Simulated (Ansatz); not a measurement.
C4H6F4, SMILES `C[C@H](F)[C@H](F)C(F)F`, relaxed with RKS PBE0-D4/def2-TZVP in Ansatz 0.2.0 from a PBE-D4/def2-SVP geometry. The force threshold is 0.005 eV/Å; the program also tests the step.

Charge 0, multiplicity 1.

Start:

```xyz
14

C     1.313   -1.112   -0.272
C     0.400   -0.074   -0.898
F     1.066    1.157   -0.954
C    -0.939    0.138   -0.190
F    -1.799    0.811   -1.049
C    -0.853    0.979    1.086
F    -2.095    1.104    1.627
F    -0.053    0.343    2.000
H     2.247   -1.181   -0.862
H     1.568   -0.843    0.770
H     0.828   -2.109   -0.269
H     0.145   -0.357   -1.945
H    -1.390   -0.846    0.073
H    -0.437    1.990    0.881
```

| step | energy (eV) | largest force (eV/Å) | largest move (Å) |
| --- | --- | --- | --- |
| 1 | -15104.5702 | 0.583 | 0.000 |
| 2 | -15104.6203 | 0.193 | 0.023 |
| 3 | -15104.6254 | 0.042 | 0.011 |
| 4 | -15104.6255 | 0.019 | 0.004 |
| 5 | -15104.6255 | 0.013 | 0.004 |
| 6 | -15104.6256 | 0.003 | 0.003 |

End:

```xyz
14

C     1.306   -1.107   -0.272
C     0.400   -0.074   -0.891
F     1.066    1.145   -0.953
C    -0.926    0.136   -0.185
F    -1.782    0.797   -1.039
C    -0.849    0.977    1.078
F    -2.086    1.089    1.610
F    -0.066    0.354    1.993
H     2.213   -1.194   -0.871
H     1.581   -0.839    0.747
H     0.812   -2.081   -0.256
H     0.156   -0.349   -1.922
H    -1.372   -0.832    0.067
H    -0.454    1.979    0.893
```

It took 30 s on 2 threads of an AMD EPYC 7R13 on a shared host and a share of an NVIDIA H100 80 GB, with 0.91 GiB of host memory at the peak.
